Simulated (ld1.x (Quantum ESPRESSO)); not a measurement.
## Ranking TM potentials for argon

All share these settings but for the change named:

- Element: Ar (Z = 18)
- Generator: ld1.x (Quantum ESPRESSO) 7.5
- Type: norm-conserving Troullier–Martins (Kleinman–Bylander form)
- Functional: PBE
- Relativity: non-relativistic
- Frozen core: [Ne]
- Valence charge: 8
- Reference configuration: 3s2 3p5.5 (charge +0.5)
- Partial waves: 3s (bound): rc 1.10 bohr; 3d channel at 0.05 Ry: rc 1.45 bohr; 3p (bound): rc 1.40 bohr
- Local potential: the p channel
- Core correction: a·sin(br)/r model core inside 0.95 bohr

Cutoff: the first of the cutoffs (Ry, on a coarse ladder) from which the occupation-weighted sum of valence levels, in a spherical-Bessel basis at the reference potential, stays within 10 and 1 mRy of its value at 400 Ry; the density cutoff is not measured.

The base gives 70 Ry.

Of 6 variants that were run, those that failed, showed a ghost or another fault, or gave nearly equal values are left out.

A variant can come out equal or close to the base.

Problem. Rank these variants from softest to hardest (loose cutoff).
A. local potential all-electron potential smoothed inside 0.85 bohr (lloc = -1)
B. all radii but the core radius scaled by about 1.38 (s 1.52, p 1.92, d 2.00 bohr)
C. wave 3d channel at 0.05 Ry: rc 1.45 bohr becomes 3d channel at 0.93 Ry: rc 1.45 bohr

Solution. B (50 Ry), A (60 Ry), C (70 Ry).
